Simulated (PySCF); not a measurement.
Mg₂O, SMILES [Mg][O][Mg] (connectivity only; charge and spin as stated), neutral, multiplicity 1. Atoms are numbered in the order given.

```xyz
3

Mg     0.0000     0.0000     1.8001
O      0.0000     0.0000     0.0000
Mg     0.0000     0.0000    -1.8001
```

The structure is a stationary point at PBE0-D3(BJ)/def2-TZVP.

Two levels are set side by side: PBE/pcSseg-2 (PySCF) and KT2/pcSseg-2 (PySCF). GIAO shifts against H2O (¹⁷O) at the same level; non-relativistic, no solvent, atoms listed together averaged. Differences are taken from unrounded values.

```
quantity              PBE
------------------  -----
δ(¹⁷O) of O2 (ppm)  -64.2
```

Question: These are the PBE values. What does KT2 give? (Estimate from the structure and the level; the computed values follow.)

Answer: 
```csv
quantity,KT2,PBE minus KT2
δ(¹⁷O) of O2 (ppm),-67.9,3.7
```

Rough cost on one machine, each run with all the roots and properties that it gave: KT2 against PBE within a factor of 2.
